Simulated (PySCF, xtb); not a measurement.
CH4FNOSi2, SMILES [SiH2]1OC=N[Si@@H]1F.

Harmonic wavenumbers (cm⁻¹) from GFN2-xTB run with xtb at its own minimum, in rising order: 121, 149, 223, 353, 385, 413, 463, 534, 611, 637, 645, 679, 713, 766, 818, 861, 898, 1134, 1293, 1669, 2284, 2292, 2355, 2987.

Q: What does PBE-D3(BJ)/def2-SVP (PySCF) give at its own minimum? (The exact figures need the calculation; the answer reports its results.)

A: 111, 155, 246, 339, 379, 419, 473, 622, 668, 680, 692, 707, 804, 836, 884, 904, 964, 1137, 1330, 1622, 2178, 2194, 2207, 3036. Paired by order, the mean absolute difference is 48 cm⁻¹ and the zero-point energies are 33.3 and 33.7 kcal/mol.
